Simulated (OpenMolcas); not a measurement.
# 5s² 5p along the 49-electron sequence

- Program: OpenMolcas 26.06
- Method: CASSCF
- Basis: ANO-RCC-VQZP
- Scalar Hamiltonian: DKH2, point nucleus
- Spin-orbit coupling: RASSI with atomic mean-field integrals over the reference wave functions, term energies averaged over their components

Active space for each ion: 3 electrons in 8 orbitals (5s 5p 6s 6p).

Computed levels in cm-1 above ²P°_1/2:

```csv
Level,In,Sn+,Sb2+,Te3+,I4+,Xe5+
²P°_3/2,1683,3477,5630,7915,10308,13417
weight of ²P° in the lowest level (%),100,100,100,100,100,100
```

Measured, with the error of the calculation in %. Measured levels: In, Sn+ from NIST Handbook of Basic Atomic Spectroscopic Data; Sb2+, Te3+ from Moore, Atomic Energy Levels, vol. III, NSRDS-NBS 35 (1971 reprint of NBS Circular 467, 1958); Xe5+ from Saloman, J. Phys. Chem. Ref. Data 33, 765 (2004).

```csv
Level,In,Sn+,Sb2+,Te3+,Xe5+
²P°_3/2,2213 (-23.9),4251 (-18.2),6576 (-14.4),9223 (-14.2),15599 (-14.0)
```

The fine-structure level ²P°_3/2 changes by a factor of 7.97 from In to Xe5+. Its fourth root runs 6.41, 7.68, 8.66, 9.43, 10.08, 10.76, with steps per unit of Z of 1.27, 0.98, 0.77, 0.64, 0.69; equal steps would mean a (Z - σ)^4 law with constant σ.

Some high roots are left out of the spin-orbit mixing, which shifts the levels that they would mix with (holds for In). Without dynamic correlation excited terms often stand tens of per cent too high (terms of higher spin than the ground term too low), and those without a measured partner can miss by more than the paired ones (holds for In). Active for correlation alone: 6p 6s; no level in the range computed is led by a configuration that fills them, so any true level of that kind is missing (holds for In; I4+; Xe5+). The run also gave levels led by 5s² 6s, which use shells meant for correlation; these and all levels above them are left out (holds for Sn+). The run also gave levels led by 5s² 6p, which use shells meant for correlation; these and all levels above them are left out (holds for Sb2+; Te3+). Measured partners are found by configuration, term and J. A level has none where our copy of the source lacks it or the pairing is in doubt (some pairs that miss far off the trend of their configuration count as doubtful), and it then counts in no deviation. Only configurations of the active space appear.

° marks odd parity.
